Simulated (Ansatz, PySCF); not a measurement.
Here is a job for Ansatz (a program for electronic structure).
Ansatz 0.2 input:
```yaml
crystal:
  periodic: [false, false, false]
  atoms:
    - {symbol: Sb, position_ang: [0.31771594, 0.14976653, 0.12006733]}
    - {symbol: F, position_ang: [-1.05374455, 0.63895176, -1.26017625]}
    - {symbol: F, position_ang: [-0.74664576, -1.48762875, 0.57979471]}
basis:
  gaussian:
    orbitals: def2-SVP
hamiltonian:
  xc: {name: wB97X}
magnetization: {spin_polarized: true, initial_magnetization: 1}
accuracy: high
```

Task: Convert this to an input for PySCF.

Result: Several could match; the one computed here: 
```python
from pyscf import gto, scf, dft

mol = gto.M(
    atom='''
Sb    0.31771594    0.14976653    0.12006733
F    -1.05374455    0.63895176   -1.26017625
F    -0.74664576   -1.48762875    0.57979471
''',
    basis='def2-svp',
    ecp={'Sb': 'def2-svp'},
    spin=1,
    verbose=4,
)

mf = dft.UKS(mol)
mf.xc = 'wb97x'
mf.grids.atom_grid = (99, 590)
mf.grids.prune = None
mf.kernel()
```

Both were run: Ansatz gave -439.786999 Eh and PySCF -439.786941 Eh, 0.058 mEh apart.
